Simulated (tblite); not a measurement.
Species: C₁₁H₁₂.
Geometry (GFN2-xTB, Å), atoms numbered from 1 in this order:
```
atom  x, y, z in Å
C1    -3.1626    0.2407    0.7498
C2    -1.9620   -0.0849    0.2960
C3    -1.6927   -1.3762   -0.4137
C4    -0.7890    0.8353    0.4557
C5    -0.2867    1.5256   -0.8607
C6     1.0214    0.8129   -0.6415
C7     2.2834    0.6185   -1.1438
C8     3.0975   -0.2457   -0.4100
C9     2.6572   -0.8627    0.7505
C10    1.3734   -0.6548    1.2567
C11    0.5809    0.1958    0.5281
H12   -3.3461    1.1671    1.2679
H13   -4.0128   -0.4074    0.6194
H14   -1.0513   -2.0094    0.1991
H15   -2.6185   -1.9086   -0.6157
H16   -1.1705   -1.1989   -1.3525
H17   -0.9784    1.5525    1.2569
H18   -0.8298    1.2377   -1.7593
H19   -0.2372    2.6120   -0.8079
H20    2.6421    1.0880   -2.0480
H21    4.1021   -0.4423   -0.7570
H22    3.3292   -1.5259    1.2768
H23    1.0456   -1.1422    2.1634
```

Calculated harmonic vibrations of the isolated species, GFN2-xTB (tblite), most abundant isotopes, no scaling. This tight-binding method is rough: wavenumbers can miss measured ones by several per cent, in bad cases by 10 to 20. One conformer, not necessarily the lowest.

Harmonic wavenumbers (cm⁻¹): 44.7, 73.5, 124.9, 141.1, 252.4, 259.9, 339.3, 369.5, 410.9, 428.9, 501.9, 524.8, 572.0, 631.6, 665.3, 713.5, 750.7, 792.2, 854.2, 886.7, 890.2, 896.2, 905.8, 928.6, 946.9, 971.8, 1014.5, 1035.1, 1044.3, 1054.7, 1067.9, 1085.9, 1151.6, 1169.6, 1174.7, 1194.5, 1229.2, 1255.2, 1263.5, 1287.4, 1381.4, 1400.5, 1425.5, 1439.4, 1453.1, 1460.3, 1477.5, 1484.7, 1623.6, 1634.1, 1721.4, 2955.3, 2992.8, 3003.6, 3006.0, 3023.6, 3045.7, 3065.4, 3071.0, 3077.1, 3084.9, 3100.5, 3123.3.

A = 2490, B = 787.3, C = 698.4 MHz; mass 144.094 u (most abundant isotopes); point group C1, symmetry number 1.

Question: Zero-point energy?

Answer: Half the sum of the wavenumbers: 41978 cm⁻¹ = 502.17 kJ/mol.

Question: Give the ideal-gas entropy at 298.15 K and 1 bar in the rigid-rotor, harmonic-oscillator model (classical rotation).

Answer: Translation 170.85, rotation 124.86, vibration 115.58: S = 411.3 J/(mol K).

Question: And Cp and H(298.15 K) − H(0)?

Answer: Cp = 172.09 J/(mol K), of which vibrations give 138.83 (their classical limit is 63 R = 523.8); H(298.15 K) − H(0) = 28.76 kJ/mol without the zero-point energy, 18.84 from vibrations.

Question: Blend soft modes into free rotors: weight 1/[1 + (100 cm⁻¹/ν̃)⁴] for the oscillator and the rest for a rotor with moment μB/(μ + B), μ = h/(8π²ν), B = 10⁻⁴⁴ kg m². What vibrational entropy results?

Answer: 106.50 J/(mol K) in place of 115.58, which changes −T·S at 298.15 K by +2.71 kJ/mol.

Question: What must be added to the electronic energy to get the Gibbs energy at 298.15 K and 1 bar?

Answer: ZPE + [H(298.15 K) − H(0)] − T·S = 502.17 + 28.76 − 122.62 = 408.31 kJ/mol.

Question: Which modes carry the vibrational entropy at 298.15 K?

Answer: 44.7 cm⁻¹: 21.08; 73.5 cm⁻¹: 16.98; 124.9 cm⁻¹: 12.65; 141.1 cm⁻¹: 11.67; 252.4 cm⁻¹: 7.17; 259.9 cm⁻¹: 6.96 J/(mol K); the other 57 give 39.07 together.

Question: How do the functions run with temperature in this model?

Answer: 
| T (K) | S (J/(mol K)) | Cp (J/(mol K)) | H − H(0) (kJ/mol) | G − H(0) (kJ/mol) | ln q(vib) |
| --- | --- | --- | --- | --- | --- |
| 50 | 248.5 | 52.5 | 2.06 | -10.36 | 0.50 |
| 100 | 291.0 | 72.3 | 5.18 | -23.91 | 1.56 |
| 373.15 | 454.5 | 214.4 | 43.27 | -126.33 | 8.26 |
| 500 | 526.3 | 276.6 | 74.56 | -188.57 | 11.73 |
| 750 | 655.9 | 361.8 | 155.24 | -336.72 | 18.74 |
| 1000 | 768.0 | 415.6 | 252.90 | -515.05 | 25.54 |

q(vib) and H(0) count from the zero-point level.

Hindered rotation and anharmonicity are outside this model. Other conformers, if any are populated, would add a mixing term that is left out. The structure is chiral; the term R ln 2 for an equal mix with its mirror image is left out.
